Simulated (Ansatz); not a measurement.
Input file for Ansatz (a first-principles code): R-B97M-V/def2-TZVPP on CsNa, 2S+1 = 1, a spin state set in the input, which need not be the lowest, a point of a bond scan (R = 3.921 Å). Elements past Kr take the def2 small-core potentials; no spin–orbit coupling.

Ansatz 0.2 input:
```yaml
crystal:
  periodic: [false, false, false]
  atoms:
    - {symbol: Na, position_ang: [0.00000000, 0.00000000, 0.00000000]}
    - {symbol: Cs, position_ang: [0.00000000, 0.00000000, 3.92075300]}
basis:
  gaussian:
    orbitals: def2-TZVPP
    pivot_positions_ang: [[0.00000000, 0.00000000, 0.00000000], [0.00000000, 0.00000000, 3.92075300]]
hamiltonian:
  xc: {name: B97M-V}
output: {forces: true, orbitals: {seedname: ./end}}
```

Program output:

```
WARN ansatz: RAYON_NUM_THREADS=1 ignored (pool sized by the plan → 1); use --threads N
Functional definition: B97M-V
integrals: 0.07 GiB planned
517 factors; their error is unknown
mean field: 0.31 GiB planned
mean field evaluation 1: about -4963.2724 eV, gradient 6.8e0 eV
mean field evaluation 2: about -4960.6699 eV, gradient 1.7e1 eV
mean field evaluation 4: about -4963.7218 eV, gradient 1.1e0 eV
mean field evaluation 8: about -4963.7273 eV, gradient 7.0e-2 eV
mean field evaluation 16: about -4963.7273 eV, gradient 2.0e-5 eV
mean field evaluation 32: about -4963.3494 eV, gradient 2.9e0 eV
mean field -4963.72730151 eV, -182.4136137951 hartree, gradient 1.8e-5 eV, S^2 0.000000; 1 other end points of the search recorded, 0 dependent functions left out
the calculation of the forces begins
reference -4963.72736159 eV, -182.4136160033 hartree; 10, 10 occupied and 58, 58 virtual orbitals, 517 factors
Total energy: -4963.72736159 eV, -182.4136160033 hartree
Atom 0 at     0.000000     0.000000     0.000000 Å, force    -0.000000    -0.000000    -0.022781 eV/Å
Atom 1 at     0.000000     0.000000     3.920753 Å, force    -0.000000     0.000000     0.022781 eV/Å
Dipole moment:     0.000000    -0.000000     0.652895 e Å
```

The calculation finished and met its thresholds.

Cost: around 5 core-seconds (rough).
